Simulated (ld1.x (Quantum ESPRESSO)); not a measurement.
## Before and after: ultrasoft potential for Pb (Z = 82)

```json
{
 "Element": "lead (Pb)",
 "Generator": "ld1.x (Quantum ESPRESSO) 7.5",
 "Type": "ultrasoft",
 "Functional": "LDA (PZ)",
 "Relativity": "fully relativistic",
 "Frozen core": "[Xe] 4f14 5d10",
 "Valence charge": "4",
 "Reference configuration": "6s1 6p3",
 "Partial waves": "6s (bound): rcut 1.60, rcutus 1.85 bohr; 6s channel at 0.6 Ry: rcut 1.60, rcutus 1.85 bohr; 6p (bound): rcut 2.40, rcutus 2.95 bohr; 6p channel at 0.05 Ry: rcut 2.40, rcutus 2.95 bohr",
 "Local potential": "all-electron potential smoothed inside 2.10 bohr (lloc = -2)",
 "Core correction": "none",
 "Augmentation charge": "built from norm-conserving waves at rcut, not smoothed further"
}
```

Open shells are filled in proportion to 2j + 1 (rel_dist='average').

Change: local potential all-electron potential smoothed inside 1.60 bohr (lloc = -2).

Cutoffs: the cutoffs (Ry, on a coarse ladder) from which the occupation-weighted sum of valence levels, in a spherical-Bessel basis at the reference potential, stays within 10 and 1 mRy of its value at 400 Ry; they do not see the model core or the augmentation charge, which bear on the density cutoff. Errors are all-electron minus pseudo energies relative to the spin-unpolarised reference configuration.

What does the change do?

The potential gets neither clearly harder nor softer (10 Ry and 15 Ry → 10 Ry and 15 Ry); a bound ghost appears in d, which as a rule spoils a file; the s channel binds one level more than in the base; the errors of the 7 common tests hardly move; the range in which the s phases agree widens (upper end 1.0 → at the end of the scan). A state that the projectors do not describe sees the local part alone, so a deeper or shallower local part can create or remove a ghost.

| quantity | base | changed |
| --- | --- | --- |
| cutoff, loose | 10 Ry | 10 Ry |
| cutoff, tight | 15 Ry | 15 Ry |
| bound ghosts | none | d |
| error for 6s2 6p2, meV [ΔE -8.64 eV] | +18 | +18 |
| error for 6s2 6p1, meV [ΔE -1.69 eV] | +44 | +44 |
| error for 6s2 6p0, meV [ΔE 12.24 eV] | +125 | +126 |
| error for 6s0 6p4, meV [ΔE 9.02 eV] | +35 | +35 |
| error for 6s1 6p2, meV [ΔE 7.73 eV] | +7.7 | +7.8 |
| error for 6s2 6p2.3, meV [ΔE -9.54 eV] | +14 | +14 |
| error for 6s2 6p1.5, meV [ΔE -5.98 eV] | +28 | +28 |
| s: phases at 3.20 bohr within 0.05 rad from the reference energy up to (Ry; the scan ends near 5) | 1.0 | to the end of the scan |
| p1/2: phases at 3.20 bohr within 0.05 rad from the reference energy up to (Ry; the scan ends near 5) | 2.2 | 2.1 |
| p3/2: phases at 3.20 bohr within 0.05 rad from the reference energy up to (Ry; the scan ends near 5) | 2.8 | 2.3 |
| lowest overlap eigenvalue by channel | s 0.48, p1/2 0.59, p3/2 0.54 | s 0.52, p1/2 0.49, p3/2 0.44 |

 A true bound ghost makes a file unfit for plane-wave use even where its test errors are small: the radial tests pick states by their node count and pass the ghost by.
